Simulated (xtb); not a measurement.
All values below come from GFN2-xTB in xtb 6.7.1.

```
xtb start.xyz --ohess tight --gfn 2 --chrg 0 --uhf 0 --iterations 400

# start.xyz
5

Cl    -1.850700    -1.273458    -0.621200
Sn     0.002954    -0.000132     0.106139
Cl    -0.210369     2.217772    -0.657383
Cl     2.007223    -0.952029    -0.687898
H      0.050892     0.007847     1.860343
```

Output:

```
[...]

         #    Occupation            Energy/Eh            Energy/eV
      -------------------------------------------------------------
         1        2.0000           -1.0721595             -29.1749
       ...           ...                  ...                  ...
         7        2.0000           -0.4849807             -13.1970
         8        2.0000           -0.4587201             -12.4824
         9        2.0000           -0.4587046             -12.4820
        10        2.0000           -0.4544642             -12.3666
        11        2.0000           -0.4497574             -12.2385
        12        2.0000           -0.4496781             -12.2364
        13        2.0000           -0.4484266             -12.2023 (HOMO)
        14                         -0.3243388              -8.8257 (LUMO)
        15                         -0.1442088              -3.9241
        16                         -0.1438872              -3.9154
        17                         -0.1106620              -3.0113
        18                         -0.0390974              -1.0639
       ...                                ...                  ...
        37                          0.5764555              15.6862
      -------------------------------------------------------------
                  HL-Gap            0.1240879 Eh            3.3766 eV
             Fermi-level           -0.3863827 Eh          -10.5140 eV


         :::::::::::::::::::::::::::::::::::::::::::::::::::::
         ::                     SUMMARY                     ::
         :::::::::::::::::::::::::::::::::::::::::::::::::::::
         :: total energy             -16.371369194425 Eh    ::
         :: gradient norm              0.000753481865 Eh/a0 ::
         :: HOMO-LUMO gap              3.376602351753 eV    ::
         ::.................................................::
         :: SCC energy               -16.378429612612 Eh    ::
         :: -> isotropic ES           -0.007487459159 Eh    ::
         :: -> anisotropic ES          0.001095319426 Eh    ::
         :: -> anisotropic XC          0.001120763300 Eh    ::
         :: -> dispersion             -0.004994766154 Eh    ::
         :: repulsion energy           0.007060418187 Eh    ::
         :: add. restraining           0.000000000000 Eh    ::
         :: total charge              -0.000000000000 e     ::
         :::::::::::::::::::::::::::::::::::::::::::::::::::::

           -------------------------------------------------
          |                Numerical Hessian                |
           -------------------------------------------------
step length          :   0.00500
SCC accuracy         :   0.30000
Hessian scale factor :   1.00000
frozen atoms in %    :   0.00000    0
RMS gradient         :   0.00075
estimated CPU  time      0.01 min
estimated wall time      0.01 min

writing file <hessian>.

 projected vibrational frequencies (cm⁻¹)
eigval :       -0.00    -0.00     0.00     0.00     0.00     0.00
eigval :       95.27    95.50   101.88   285.01   322.72   323.92
eigval :      430.72   430.88  1312.98
           -------------------------------------------------
          |                Property Printout                |
           -------------------------------------------------

    * Orbital Energies and Occupations

         #    Occupation            Energy/Eh            Energy/eV
      -------------------------------------------------------------
         1        2.0000           -1.0721594             -29.1749
         2        2.0000           -1.0675305             -29.0490
         3        2.0000           -1.0673616             -29.0444
         4        2.0000           -0.8199986             -22.3133
         5        2.0000           -0.4871975             -13.2573
         6        2.0000           -0.4851076             -13.2004
         7        2.0000           -0.4849806             -13.1970
         8        2.0000           -0.4587200             -12.4824
         9        2.0000           -0.4587046             -12.4820
        10        2.0000           -0.4544641             -12.3666
        11        2.0000           -0.4497574             -12.2385
        12        2.0000           -0.4496780             -12.2364
        13        2.0000           -0.4484266             -12.2023 (HOMO)
        14                         -0.3243386              -8.8257 (LUMO)
        15                         -0.1442083              -3.9241
        16                         -0.1438867              -3.9154
        17                         -0.1106615              -3.0113
        18                         -0.0390968              -1.0639
        19                         -0.0389630              -1.0602
        20                         -0.0009778              -0.0266
        21                         -0.0009001              -0.0245
        22                         -0.0004085              -0.0111
        23                          0.0009059               0.0247
        24                          0.0009212               0.0251
       ...                                ...                  ...
        37                          0.5764562              15.6862
      -------------------------------------------------------------
                  HL-Gap            0.1240880 Eh            3.3766 eV
             Fermi-level           -0.3863826 Eh          -10.5140 eV

     #   Z          covCN         q      C6AA      α(0)
     1  17 Cl       0.809    -0.147   103.646    15.574
     2  50 Sn       3.342     0.396   327.609    33.714
     3  17 Cl       0.809    -0.148   103.671    15.576
     4  17 Cl       0.809    -0.149   103.699    15.578
     5   1 H        0.915     0.048     2.347     2.396

 Mol. C6AA /au·bohr⁶  :       2500.678401
 Mol. C8AA /au·bohr⁸  :     163142.728121
 Mol. α(0) /au        :         82.838114

Wiberg/Mayer (AO) data.
largest (>0.10) Wiberg bond orders for each atom

 ---------------------------------------------------------------------------
     #   Z sym  total        # sym  WBO       # sym  WBO       # sym  WBO
 ---------------------------------------------------------------------------
     1  17 Cl   1.306 --     2 Sn   0.896     5 H    0.164     3 Cl   0.123
                             4 Cl   0.123
     2  50 Sn   3.192 --     1 Cl   0.896     3 Cl   0.895     4 Cl   0.894
                             5 H    0.507
     3  17 Cl   1.305 --     2 Sn   0.895     5 H    0.164     1 Cl   0.123
                             4 Cl   0.123
     4  17 Cl   1.304 --     2 Sn   0.894     5 H    0.163     1 Cl   0.123
                             3 Cl   0.123
     5   1 H    0.998 --     2 Sn   0.507     1 Cl   0.164     3 Cl   0.164
                             4 Cl   0.163
 ---------------------------------------------------------------------------

Topologies differ in total number of bonds
Writing topology from bond orders to xtbtopo.mol

molecular dipole:
                 x           y           z       tot (Debye)
 q only:        0.012       0.003       0.890
   full:        0.012       0.004       0.819       2.083
molecular quadrupole (traceless):
                xx          xy          yy          xz          yz          zz
 q only:       -1.746       0.019      -1.747       0.122       0.017       3.493
  q+dip:       -2.168       0.009      -2.160       0.138       0.017       4.328
   full:       -2.009       0.008      -2.005       0.127       0.017       4.014

           -------------------------------------------------
          |                Geometry Summary                 |
           -------------------------------------------------

      molecular mass/u    :      226.0768661
   center of mass at/Å    :       -0.0052284      -0.0004653      -0.2272752
  moments of inertia/u·Å² :        0.2884220E+03   0.2887319E+03   0.4823180E+03
rotational constants/cm⁻¹ :        0.5844781E-01   0.5838507E-01   0.3495128E-01

 * 4 selected distances

     #   Z          #   Z                                           value/Å
     1  17 Cl       2  50 Sn                                      2.2999034
     2  50 Sn       3  17 Cl                                      2.3018363
     2  50 Sn       4  17 Cl                                      2.3029082 (max)
     2  50 Sn       5   1 H                                       1.7410235 (min)

 * 2 distinct bonds (by element types)

   Z      Z             #   av. dist./Å        max./Å        min./Å
   1 H   50 Sn          1     1.7410235     1.7410235     1.7410235
  17 Cl  50 Sn          3     2.3015493     2.3029082     2.2999034

           -------------------------------------------------
          |               Frequency Printout                |
           -------------------------------------------------
 projected vibrational frequencies (cm⁻¹)
eigval :       -0.00    -0.00     0.00     0.00     0.00     0.00
eigval :       95.27    95.50   101.88   285.01   322.72   323.92
eigval :      430.72   430.88  1312.98
 reduced masses (amu)
   1: 41.86   2: 44.84   3: 49.72   4: 65.86   5: 73.35   6: 77.79   7: 44.78   8: 44.76
   9: 64.28  10: 44.94  11: 58.17  12: 58.15  13:  3.68  14:  3.65  15:  2.39
 IR intensities (km·mol⁻¹)
Molecule has the following symmetry elements: (C3) 3*(sigma)
It seems to be the C3v point group
   1:  0.65   2:  0.23   3:  0.39   4:  0.04   5:  0.00   6:  0.01   7:  2.86   8:  2.78
   9:  9.02  10:  4.85  11: 22.59  12: 22.37  13:164.74  14:164.26  15:289.83
 Raman intensities (Ä⁴*amu⁻¹)
   1:  0.00   2:  0.00   3:  0.00   4:  0.00   5:  0.00   6:  0.00   7:  0.00   8:  0.00
   9:  0.00  10:  0.00  11:  0.00  12:  0.00  13:  0.00  14:  0.00  15:  0.00
 output can be read by thermo (or use thermo option).
 writing <g98.out> molden fake output.
 recommended (thermochemical) frequency scaling factor: 1.0
           -------------------------------------------------
          |             Thermodynamic Functions             |
           -------------------------------------------------

c3v symmetry found (for desy threshold:  0.10E+00) used in thermo

          ...................................................
          :                      SETUP                      :
          :.................................................:
          :  # frequencies                           9      :
          :  # imaginary freq.                       0      :
          :  linear?                             false      :
          :  only rotor calc.                    false      :
          :  symmetry                              c3v      :
          :  rotational number                       3      :
          :  scaling factor                  1.0000000      :
          :  rotor cutoff                   50.0000000 cm⁻¹ :
          :  imag. cutoff                  -20.0000000 cm⁻¹ :
          :.................................................:

    mode    ω/cm⁻¹     T·S(HO)/kcal·mol⁻¹    T·S(FR)/kcal·mol⁻¹   T·S(vib)
   ------------------------------------------------------------------------
       1     95.27    -1.05807 ( 92.95%)    -0.86541 (  7.05%)    -1.04448
       2     95.50    -1.05667 ( 93.01%)    -0.86470 (  6.99%)    -1.04325
       3    101.88    -1.01906 ( 94.52%)    -0.84554 (  5.48%)    -1.00955
       4    285.01    -0.44824 ( 99.91%)    -0.54089 (  0.09%)    -0.44833
   ------------------------------------------------------------------------

   temp. (K)  partition function   enthalpy   heat capacity  entropy
                                   cal/mol     cal/K/mol   cal/K/mol   J/K/mol
 298.15  VIB   53.1                 2518.021     13.572     16.218
         ROT  0.161E+06              888.752      2.981     26.811
         INT  0.857E+07             3406.774     16.553     43.029
         TR   0.329E+28             1481.254      4.968     42.130
         TOT                        4888.0278    21.5207    85.1591   356.3058

       T/K    H(0)-H(T)+PV         H(T)/Eh          T*S/Eh         G(T)/Eh
   ------------------------------------------------------------------------
    298.15    0.778957E-02    0.155328E-01    0.404618E-01   -0.249290E-01
   ------------------------------------------------------------------------

         :::::::::::::::::::::::::::::::::::::::::::::::::::::
         ::                  THERMODYNAMIC                  ::
         :::::::::::::::::::::::::::::::::::::::::::::::::::::
         :: total free energy         -16.396298221829 Eh   ::
         ::.................................................::
         :: total energy              -16.371369194431 Eh   ::
         :: zero point energy           0.007743249528 Eh   ::
         :: G(RRHO) w/o ZPVE           -0.032672276926 Eh   ::
         :: G(RRHO) contrib.           -0.024929027399 Eh   ::
         :::::::::::::::::::::::::::::::::::::::::::::::::::::

optimized geometry written to: xtbopt.xyz

           -------------------------------------------------
          | TOTAL ENERGY              -16.371369194431 Eh   |
          | TOTAL ENTHALPY            -16.355836376833 Eh   |
          | TOTAL FREE ENERGY         -16.396298221829 Eh   |
          | GRADIENT NORM               0.000753428617 Eh/α |
          | HOMO-LUMO GAP               3.376607013331 eV   |
           -------------------------------------------------

------------------------------------------------------------------------
```

Cost: around 0.5 core-seconds (rough).
